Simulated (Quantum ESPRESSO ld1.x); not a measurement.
The numbers below are computed, except where a source is named.
Q: All-electron atom: Zn5+ in [Ar] 3d7. Code: ld1.x of Quantum ESPRESSO 7.5. Model: scalar-relativistic Kohn-Sham, LDA (Slater exchange, VWN5 correlation), spin-polarised, spherical densities, point nucleus; open shells are filled with parallel spins first. Some entries of the table are withheld. Estimate them.

orbital,occ.,eigenvalue (Ry),<r> (bohr)
1s up,1,-705.781,0.05038
1s down,1,-705.779,0.05038
2s up,1,-92.1882,0.2267
2s down,1,-92.0047,0.2265
2p up,3,(1),0.1986
2p down,3,(2),0.1983
3s up,1,-16.3121,0.6658
3s down,1,-16.0088,0.6681
3p up,3,-12.9234,0.6856
3p down,3,-12.6260,0.6891
3d up,5,-7.38463,0.7297
3d down,2,-7.08885,0.7404

A: 
(1) 2p up eigenvalue (Ry): -80.9336
(2) 2p down eigenvalue (Ry): -80.7925
